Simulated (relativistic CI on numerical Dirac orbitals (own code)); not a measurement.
## Inner-shell lines of Ti³⁺

Calculated at this level of theory: Dirac-Coulomb-Breit CI, KLI orbitals optimised for each configuration, model QED, unscaled Slater integrals (own radial code, finite nucleus).

Configuration list (outside the closed core 2s2 2p6 3s2 3p6): 1s2 3d, 1s 3d 4p. Levels of other configurations are missing.

The table holds the strongest lines. The upper levels have an inner-shell vacancy. Auger decay, open to those above the ionisation limit, is not computed, and radiative decays to configurations outside the model are missing too. Absolute energies can be off by a few tenths of a per cent, and with unscaled integrals term splittings come out 10 to 25 % too wide, so close lines can change order. LS names give the leading component, which can be well under half, for lower levels too. Brackets number the levels in order of energy.

| E (eV) | Upper | Lower | A (s⁻¹) | gA (s⁻¹) |
| --- | --- | --- | --- | --- |
| 4985.4 | 1s 3d 4p 2D°_5/2 [3] | 1s2 3d 2D_5/2 [2] | 2.14e+11 | 1.28e+12 |
| 4985.4 | 1s 3d 4p 2D°_3/2 [4] | 1s2 3d 2D_5/2 [2] | 1.17e+10 | 4.70e+10 |
| 4985.4 | 1s 3d 4p 2D°_5/2 [3] | 1s2 3d 2D_3/2 [1] | 6.50e+10 | 3.90e+11 |
| 4985.4 | 1s 3d 4p 2D°_3/2 [4] | 1s2 3d 2D_3/2 [1] | 2.58e+11 | 1.03e+12 |
| 4985.6 | 1s 3d 4p 4D°_3/2 [6] | 1s2 3d 2D_5/2 [2] | 6.71e+08 | 2.68e+09 |
| 4985.6 | 1s 3d 4p 4D°_5/2 [7] | 1s2 3d 2D_5/2 [2] | 5.11e+10 | 3.07e+11 |
| 4985.6 | 1s 3d 4p 4D°_1/2 [5] | 1s2 3d 2D_3/2 [1] | 3.31e+09 | 6.62e+09 |
| 4985.6 | 1s 3d 4p 4D°_3/2 [6] | 1s2 3d 2D_3/2 [1] | 5.18e+10 | 2.07e+11 |
| 4985.6 | 1s 3d 4p 4D°_7/2 [8] | 1s2 3d 2D_5/2 [2] | 8.62e+09 | 6.89e+10 |
| 4985.6 | 1s 3d 4p 4D°_5/2 [7] | 1s2 3d 2D_3/2 [1] | 4.33e+08 | 2.60e+09 |
| 4985.7 | 1s 3d 4p 4F°_3/2 [9] | 1s2 3d 2D_5/2 [2] | 2.35e+10 | 9.41e+10 |
| 4985.7 | 1s 3d 4p 4F°_5/2 [10] | 1s2 3d 2D_5/2 [2] | 5.60e+09 | 3.36e+10 |
| 4985.7 | 1s 3d 4p 4F°_3/2 [9] | 1s2 3d 2D_3/2 [1] | 1.78e+11 | 7.10e+11 |
| 4985.8 | 1s 3d 4p 4F°_5/2 [10] | 1s2 3d 2D_3/2 [1] | 1.11e+11 | 6.69e+11 |
| 4985.8 | 1s 3d 4p 4F°_7/2 [11] | 1s2 3d 2D_5/2 [2] | 7.38e+10 | 5.91e+11 |
| 4985.8 | 1s 3d 4p 2D°_3/2 [12] | 1s2 3d 2D_5/2 [2] | 2.50e+11 | 1.00e+12 |
| 4985.8 | 1s 3d 4p 2D°_3/2 [12] | 1s2 3d 2D_3/2 [1] | 2.22e+12 | 8.90e+12 |
| 4985.8 | 1s 3d 4p 2D°_5/2 [14] | 1s2 3d 2D_5/2 [2] | 2.60e+12 | 1.56e+13 |
| 4985.9 | 1s 3d 4p 2D°_5/2 [14] | 1s2 3d 2D_3/2 [1] | 6.44e+08 | 3.86e+09 |
| 4985.9 | 1s 3d 4p 2F°_5/2 [15] | 1s2 3d 2D_5/2 [2] | 7.95e+09 | 4.77e+10 |
| 4985.9 | 1s 3d 4p 2F°_5/2 [15] | 1s2 3d 2D_3/2 [1] | 1.88e+12 | 1.13e+13 |
| 4986.0 | 1s 3d 4p 2F°_7/2 [16] | 1s2 3d 2D_5/2 [2] | 1.84e+12 | 1.47e+13 |
| 4986.3 | 1s 3d 4p 4P°_3/2 [17] | 1s2 3d 2D_5/2 [2] | 1.81e+09 | 7.24e+09 |
| 4986.3 | 1s 3d 4p 4P°_5/2 [19] | 1s2 3d 2D_5/2 [2] | 9.94e+09 | 5.97e+10 |
| 4986.3 | 1s 3d 4p 4P°_3/2 [17] | 1s2 3d 2D_3/2 [1] | 3.47e+09 | 1.39e+10 |
| 4986.3 | 1s 3d 4p 4P°_5/2 [19] | 1s2 3d 2D_3/2 [1] | 3.10e+08 | 1.86e+09 |
| 4986.5 | 1s 3d 4p 2P°_3/2 [20] | 1s2 3d 2D_5/2 [2] | 1.50e+12 | 6.02e+12 |
| 4986.5 | 1s 3d 4p 2P°_3/2 [20] | 1s2 3d 2D_3/2 [1] | 1.82e+11 | 7.28e+11 |
| 4986.5 | 1s 3d 4p 2P°_1/2 [21] | 1s2 3d 2D_3/2 [1] | 2.03e+12 | 4.07e+12 |
| 4986.7 | 1s 3d 4p 2F°_7/2 [22] | 1s2 3d 2D_5/2 [2] | 1.08e+12 | 8.63e+12 |
| 4986.7 | 1s 3d 4p 2F°_5/2 [23] | 1s2 3d 2D_5/2 [2] | 1.04e+11 | 6.22e+11 |
| 4986.8 | 1s 3d 4p 2F°_5/2 [23] | 1s2 3d 2D_3/2 [1] | 9.44e+11 | 5.66e+12 |
| 4987.0 | 1s 3d 4p 2P°_3/2 [25] | 1s2 3d 2D_5/2 [2] | 1.21e+12 | 4.82e+12 |
| 4987.1 | 1s 3d 4p 2P°_1/2 [24] | 1s2 3d 2D_3/2 [1] | 9.60e+11 | 1.92e+12 |
| 4987.1 | 1s 3d 4p 2P°_3/2 [25] | 1s2 3d 2D_3/2 [1] | 9.93e+10 | 3.97e+11 |
